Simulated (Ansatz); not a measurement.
Species: C₃H₂O, charge 0, multiplicity 1. SMILES: O=c1cc1
Structure (B3LYP-D3(BJ)/def2-TZVP (Ansatz, a program for electronic structure) minimum search):
```xyz
6

O      1.5195    -0.1901     0.0624
C      0.3298    -0.0413     0.0135
C     -1.0024    -0.5494    -0.0487
C     -0.8370     0.7796    -0.0268
H     -1.7398    -1.3393    -0.0889
H     -1.3582     1.7270    -0.0382
```

Property: atomisation energy (electronic, to ground-state atoms), in kJ/mol. Cores are frozen in the correlated levels unless marked. Open shells are spin-unrestricted. Spin-orbit coupling is left out. Non-relativistic. The coupled-cluster limit lacks core correlation, which all-electron functionals hold. CBS marks a two-point X^-3 extrapolation of the correlation energy; Hartree-Fock from the larger set. [CCSD(T)-MP2]/basis is that difference in the basis named.

```csv
level,program,atomisation energy (kJ/mol)
PBE0/6-31G*,Ansatz,2790.2
BHLYP/def2-TZVPD,Ansatz,2602.6
CAM-B3LYP/def2-TZVPD,Ansatz,2751.9
LC-wPBE/def2-TZVPD,Ansatz,2778.4
```

### Question
Predict the RI-MP2/CBS(aug-cc-pVTZ,aug-cc-pVQZ)+[CCSD(T)-MP2]/aug-cc-pVTZ result (Ansatz).

### Answer
2737.9 kJ/mol
